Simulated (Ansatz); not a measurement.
Molecule: CH$_{7}$Si$_{2}$ (charge 0, doublet). It need not be the lowest isomer of its formula. 
Coordinates optimised at B3LYP-D3(BJ)/def2-TZVP (Ansatz, an electronic-structure program):
```xyz
10

C     -1.6848    -0.9066     0.5862
Si    -0.6609     0.5072    -0.1236
Si     1.6254     0.0451    -0.2256
H     -2.7427    -0.6355     0.6099
H     -1.3687    -1.1417     1.6035
H     -1.5756    -1.8070    -0.0202
H     -0.8386     1.7252     0.7069
H     -1.1199     0.8208    -1.5004
H      1.9845    -1.0828    -1.1258
H      2.2679    -0.1717     1.0978
```
Charge 0, spin multiplicity 2.

Total electronic energies in hartree. Cores are frozen in the correlated levels unless marked. Open shells are spin-unrestricted. Spin-orbit coupling is left out. Non-relativistic. CBS marks a two-point X^-3 extrapolation of the correlation energy; Hartree-Fock from the larger set. [CCSD(T)-MP2]/basis is that difference in the basis named.

```json
[
 {"level": "HF/cc-pV(T+d)Z", "program": "Ansatz", "energy (Eh)": "-619.82037"},
 {"level": "BLYP/def2-TZVPD", "program": "Ansatz", "energy (Eh)": "-621.24509"},
 {"level": "r2SCAN/def2-TZVPD", "program": "Ansatz", "energy (Eh)": "-621.20705"},
 {"level": "PBE0/def2-TZVPD", "program": "Ansatz", "energy (Eh)": "-620.98970"},
 {"level": "HSE06/def2-TZVPD", "program": "Ansatz", "energy (Eh)": "-620.97319"},
 {"level": "wB97M-V/def2-TZVPD", "program": "Ansatz", "energy (Eh)": "-621.19703"},
 {"level": "MP2/aug-cc-pV(D+d)Z", "program": "Ansatz", "energy (Eh)": "-620.13826"},
 {"level": "MP2/def2-SVP", "program": "Ansatz", "energy (Eh)": "-619.89507"},
 {"level": "RI-MP2/aug-cc-pV(T+d)Z", "program": "Ansatz", "energy (Eh)": "-620.24282"},
 {"level": "RI-MP2/CBS(cc-pV(T+d)Z,cc-pV(Q+d)Z)", "program": "Ansatz", "energy (Eh)": "-620.2921"},
 {"level": "SCS-MP2/cc-pV(D+d)Z", "program": "Ansatz", "energy (Eh)": "-620.13224"},
 {"level": "SCS-MP2/def2-TZVPPD", "program": "Ansatz", "energy (Eh)": "-620.24579"},
 {"level": "SCS-MP2/def2-QZVPP", "program": "Ansatz", "energy (Eh)": "-620.29487"},
 {"level": "CCSD/aug-cc-pV(D+d)Z", "program": "Ansatz", "energy (Eh)": "-620.19901"},
 {"level": "CCSD/cc-pV(T+d)Z", "program": "Ansatz", "energy (Eh)": "-620.29044"},
 {"level": "CCSD/cc-pV(Q+d)Z", "program": "Ansatz", "energy (Eh)": "-620.32219"},
 {"level": "CCSD/CBS(aug-cc-pV(T+d)Z,aug-cc-pV(Q+d)Z)", "program": "Ansatz", "energy (Eh)": "-620.3381"},
 {"level": "CCSD/CBS(def2-TZVPPD,def2-QZVPPD)", "program": "Ansatz", "energy (Eh)": "-620.3393"},
 {"level": "CCSD(T)/aug-cc-pV(D+d)Z", "program": "Ansatz", "energy (Eh)": "-620.21155"},
 {"level": "CCSD(T)/def2-TZVPP", "program": "Ansatz", "energy (Eh)": "-620.29816"},
 {"level": "CCSD(T)/def2-QZVPPD", "program": "Ansatz", "energy (Eh)": "-620.34258"},
 {"level": "RI-MP2/CBS(def2-TZVPP,def2-QZVPP)+[CCSD(T)-MP2]/def2-QZVPP", "program": "Ansatz", "energy (Eh)": "-620.3626"},
 {"level": "CCSD(T)/CBS(aug-cc-pV(T+d)Z,aug-cc-pV(Q+d)Z)", "program": "Ansatz", "energy (Eh)": "-620.3580"}
]
```

Totals of different functionals don't rank their quality; only differences between species are comparable.
